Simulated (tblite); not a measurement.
Compound: C₅H₈GeOSe.
Atom-mapped SMILES: `[CH2:1]=[C:2]([CH3:3])[Ge@H:4]1[O:5][CH:6]=[CH:7][Se:8]1` (hydrogens: H9, H10 on C1; H11, H12, H13 on C3; H14 on Ge4; H15 on C6; H16 on C7)

Computed with GFN2-xTB (tblite), gas phase: L-BFGS steps from a force-field or distance-geometry start until the largest atomic force falls under 0.01 eV/Å.

Step 1: E = -650.9626 eV
```
atom  x, y, z in Å  |  force x, y, z in eV/Å
C1     -1.9679    1.2708   -0.0964   -0.163   0.238  -0.019
C2     -1.4201    0.0701   -0.0562   -0.708   0.194   0.098
C3     -2.2885   -1.0929    0.3305   -0.154  -0.136  -0.131
Ge4     0.4519   -0.2663   -0.4191    0.593  -0.542   1.116
O5      1.5085    1.1595   -0.0937    0.305   0.627  -0.855
C6      2.7643    0.9015    0.3279    0.542  -2.091   1.456
C7      3.0455   -0.2271    1.0556   -1.057   1.930  -1.340
Se8     1.5560   -1.3601    1.4060    0.152  -0.376  -0.179
H9     -1.4341    2.1696   -0.3543    0.025  -0.016   0.031
H10    -3.0207    1.3438    0.1425    0.038   0.336  -0.045
H11    -3.3161   -0.9351   -0.0481    0.480  -0.094   0.325
H12    -1.8974   -2.0016   -0.1367   -0.087  -0.028   0.342
H13    -2.3177   -1.1861    1.4338    0.067  -0.148  -0.648
H14     0.7311   -0.9795   -1.7479    0.080   0.095  -0.275
H15     3.5755    1.5841    0.1039   -0.415   0.219  -0.185
H16     4.0220   -0.4419    1.4079    0.300  -0.208   0.308
```

Step 2: E = -651.0938 eV
```
atom  x, y, z in Å  |  force x, y, z in eV/Å
C1     -1.9736    1.2758   -0.0961    0.076   0.159  -0.062
C2     -1.4350    0.0726   -0.0537   -0.149   0.101   0.005
C3     -2.2926   -1.0951    0.3277    0.124  -0.071  -0.067
Ge4     0.4648   -0.2759   -0.4006    0.137  -0.306   0.840
O5      1.5117    1.1700   -0.1080    0.730   0.257  -0.579
C6      2.7744    0.8887    0.3393   -0.388  -0.651   0.373
C7      3.0386   -0.2147    1.0474   -0.334   0.562  -0.357
Se8     1.5575   -1.3662    1.4027    0.215  -0.381  -0.097
H9     -1.4335    2.1695   -0.3539    0.036   0.003   0.034
H10    -3.0172    1.3486    0.1412   -0.278   0.389   0.002
H11    -3.3058   -0.9367   -0.0420    0.014  -0.067   0.148
H12    -1.8990   -2.0016   -0.1307   -0.028  -0.117   0.225
H13    -2.3165   -1.1883    1.4222    0.046  -0.164  -0.360
H14     0.7324   -0.9781   -1.7525    0.075   0.133  -0.130
H15     3.5649    1.5839    0.1022   -0.221   0.262  -0.147
H16     4.0215   -0.4437    1.4106   -0.055  -0.110   0.172
```

Step 3: E = -651.1613 eV
```
atom  x, y, z in Å  |  force x, y, z in eV/Å
C1     -1.9760    1.2822   -0.0971   -0.042   0.003  -0.003
C2     -1.4468    0.0756   -0.0520    0.237   0.058  -0.040
C3     -2.2924   -1.0976    0.3246    0.180   0.038  -0.100
Ge4     0.4753   -0.2876   -0.3729   -0.182  -0.099   0.420
O5      1.5291    1.1807   -0.1280    0.477  -0.040  -0.461
C6      2.7705    0.8793    0.3466   -0.331   0.538  -0.354
C7      3.0332   -0.2065    1.0429    0.086  -0.439   0.327
Se8     1.5627   -1.3777    1.3988    0.257  -0.395   0.012
H9     -1.4323    2.1697   -0.3531    0.098   0.095   0.013
H10    -3.0205    1.3595    0.1404   -0.254   0.389  -0.030
H11    -3.2996   -0.9390   -0.0354   -0.264  -0.058   0.018
H12    -1.9005   -2.0040   -0.1227    0.052  -0.210   0.077
H13    -2.3148   -1.1930    1.4083    0.043  -0.166   0.004
H14     0.7347   -0.9744   -1.7578    0.048   0.182   0.055
H15     3.5530    1.5879    0.0988   -0.195   0.132  -0.037
H16     4.0171   -0.4461    1.4146   -0.211  -0.026   0.098
```

Step 4: E = -651.2000 eV
```
atom  x, y, z in Å  |  force x, y, z in eV/Å
C1     -1.9796    1.2862   -0.0975   -0.029   0.005   0.004
C2     -1.4513    0.0788   -0.0514    0.313   0.043  -0.031
C3     -2.2902   -1.0986    0.3206    0.116   0.050  -0.086
Ge4     0.4797   -0.2970   -0.3484   -0.287   0.047   0.068
O5      1.5456    1.1874   -0.1492    0.147  -0.220  -0.392
C6      2.7664    0.8803    0.3473   -0.156   0.498  -0.343
C7      3.0296   -0.2062    1.0437    0.141  -0.413   0.320
Se8     1.5702   -1.3917    1.3965    0.271  -0.375   0.075
H9     -1.4297    2.1716   -0.3524    0.075   0.065   0.029
H10    -3.0256    1.3727    0.1391   -0.188   0.346  -0.063
H11    -3.2992   -0.9416   -0.0307   -0.308  -0.061  -0.039
H12    -1.9006   -2.0091   -0.1163    0.087  -0.209  -0.021
H13    -2.3129   -1.1987    1.3996    0.048  -0.143   0.179
H14     0.7369   -0.9690   -1.7602    0.016   0.207   0.195
H15     3.5414    1.5921    0.0961   -0.038   0.150   0.012
H16     4.0117   -0.4483    1.4190   -0.207   0.011   0.093
```

Q: Estimate the geometry and energy of step 5. (The exact step hangs on the optimiser's Hessian estimate; all steps are aligned on step 4, rigid shifts and turns removed.)

A: E = -651.2354 eV, largest force 0.519 eV/Å
```
atom  x, y, z in Å  |  force x, y, z in eV/Å
C1     -1.9836    1.2909   -0.0978   -0.022  -0.005   0.020
C2     -1.4506    0.0832   -0.0511    0.121   0.068   0.017
C3     -2.2865   -1.0988    0.3148   -0.041  -0.015  -0.001
Ge4     0.4789   -0.3056   -0.3226   -0.216   0.134  -0.245
O5      1.5636    1.1898   -0.1795   -0.212  -0.371  -0.294
C6      2.7614    0.8838    0.3459    0.116   0.172  -0.170
C7      3.0260   -0.2075    1.0464    0.060  -0.105   0.116
Se8     1.5836   -1.4138    1.3958    0.238  -0.281   0.060
H9     -1.4259    2.1744   -0.3509    0.040   0.024   0.050
H10    -3.0341    1.3933    0.1363   -0.007   0.245  -0.117
H11    -3.3041   -0.9456   -0.0263   -0.153  -0.074  -0.045
H12    -1.8989   -2.0183   -0.1102    0.078  -0.099  -0.086
H13    -2.3099   -1.2074    1.3940    0.058  -0.087   0.185
H14     0.7393   -0.9592   -1.7583   -0.029   0.211   0.315
H15     3.5298    1.6003    0.0935    0.092   0.138   0.075
H16     4.0033   -0.4505    1.4262   -0.120   0.045   0.118
```

The energy changes by -0.0354 eV. The first-order estimate −F·Δx gives -0.0526 eV and the mean of the old and new forces, exact on a quadratic surface, -0.0354 eV. The step makes an angle of 53° with the force vector and moves no atom by more than 0.035 Å.

The cost below is that of the whole relaxation. Hardware: an Arm Neoverse N1 with one thread (shared host). Cost: 2.8 s wall.
